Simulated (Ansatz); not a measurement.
C₂H₇BS₂ at its PBE0-D4/def2-TZVP geometry, where that method's forces vanish. The species carries charge 0 and has multiplicity 1. The bonds changed during the relaxation, so this is another structure than the one it started from.

```csv
atom,x (Å),y (Å),z (Å)
C1,0.8706,1.2701,-0.3765
B2,1.2055,0.0300,0.5391
S3,1.2816,-1.7374,-0.2033
S4,-0.2507,-1.2177,1.0441
C5,-1.6533,-0.8768,-0.0297
H6,0.2644,1.0447,-1.2567
H7,0.3844,2.0727,0.1870
H8,1.8151,1.6825,-0.7476
H9,1.8846,0.1646,1.5171
H10,-2.0690,-1.8221,-0.3747
H11,-1.3414,-0.2659,-0.8726
H12,-2.3918,-0.3449,0.5738
```

(1) For each bond, give half the difference of the two atoms' forces along it (eV/Å; positive pushes the atoms apart) under PBE-D4, r2SCAN-D4, B3LYP-D4, ωB97M-V in def2-TZVPP. (Best estimate.)

Answers

(1) Computed: 
```json
{"bond": "C1–B2", "length (Å)": "1.577", "PBE-D4": "-0.09", "r2SCAN-D4": "-0.01", "B3LYP-D4": "0.02", "ωB97M-V": "0.09"}
{"bond": "C1–H6", "length (Å)": "1.092", "PBE-D4": "0.13", "r2SCAN-D4": "-0.02", "B3LYP-D4": "-0.03", "ωB97M-V": "-0.06"}
{"bond": "C1–H7", "length (Å)": "1.095", "PBE-D4": "0.12", "r2SCAN-D4": "-0.01", "B3LYP-D4": "-0.03", "ωB97M-V": "-0.06"}
{"bond": "C1–H8", "length (Å)": "1.095", "PBE-D4": "0.13", "r2SCAN-D4": "0.00", "B3LYP-D4": "-0.05", "ωB97M-V": "-0.06"}
{"bond": "B2–S3", "length (Å)": "1.919", "PBE-D4": "0.21", "r2SCAN-D4": "0.16", "B3LYP-D4": "0.30", "ωB97M-V": "0.12"}
{"bond": "B2–S4", "length (Å)": "1.983", "PBE-D4": "0.09", "r2SCAN-D4": "0.09", "B3LYP-D4": "0.29", "ωB97M-V": "0.18"}
{"bond": "B2–H9", "length (Å)": "1.198", "PBE-D4": "0.07", "r2SCAN-D4": "-0.07", "B3LYP-D4": "-0.20", "ωB97M-V": "-0.19"}
{"bond": "S3–S4", "length (Å)": "2.043", "PBE-D4": "0.31", "r2SCAN-D4": "0.12", "B3LYP-D4": "0.45", "ωB97M-V": "0.22"}
{"bond": "S4–C5", "length (Å)": "1.799", "PBE-D4": "0.16", "r2SCAN-D4": "0.17", "B3LYP-D4": "0.22", "ωB97M-V": "0.08"}
{"bond": "C5–H10", "length (Å)": "1.089", "PBE-D4": "0.09", "r2SCAN-D4": "-0.04", "B3LYP-D4": "-0.08", "ωB97M-V": "-0.07"}
{"bond": "C5–H11", "length (Å)": "1.087", "PBE-D4": "0.11", "r2SCAN-D4": "-0.04", "B3LYP-D4": "-0.09", "ωB97M-V": "-0.08"}
{"bond": "C5–H12", "length (Å)": "1.092", "PBE-D4": "0.09", "r2SCAN-D4": "-0.04", "B3LYP-D4": "-0.08", "ωB97M-V": "-0.06"}
```

B3LYP here is the variant with VWN-RPA as its local correlation; programs differ in this.
